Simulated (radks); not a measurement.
Problem. The tungsten ion W60+, configuration [Ne] 3s2 3p2. Method: Dirac Kohn-Sham, PBE, spin-unpolarised, spherical densities, point nucleus; open shells are shared between the two j in proportion to 2j + 1; computed with a radial shooting solver on a logarithmic mesh with Libxc functionals. Some entries of the table are withheld. Estimate them.

orbital      occ.  eigenvalue (Ry)  <r^2> (bohr^2)  <1/r> (bohr^-1)
1s1/2           2        -5460.048       0.0004623            87.16
2s1/2           2        -1222.325        0.006872              (1)
2p1/2           2              (2)             (3)              (4)
2p3/2           4              (5)             (6)              (7)
3s1/2           2        -493.4187             (8)            8.646
3p1/2    0.666667              (9)         0.03473            8.566
3p3/2     1.33333             (10)         0.03927            7.646

Solution. 
(1) 2s1/2 <1/r> (bohr^-1): 21.48
(2) 2p1/2 eigenvalue (Ry): -1188.364
(3) 2p1/2 <r^2> (bohr^2): 0.004892
(4) 2p1/2 <1/r> (bohr^-1): 21.38
(5) 2p3/2 eigenvalue (Ry): -1086.255
(6) 2p3/2 <r^2> (bohr^2): 0.006021
(7) 2p3/2 <1/r> (bohr^-1): 17.99
(8) 3s1/2 <r^2> (bohr^2): 0.03880
(9) 3p1/2 eigenvalue (Ry): -481.0715
(10) 3p3/2 eigenvalue (Ry): -453.9284
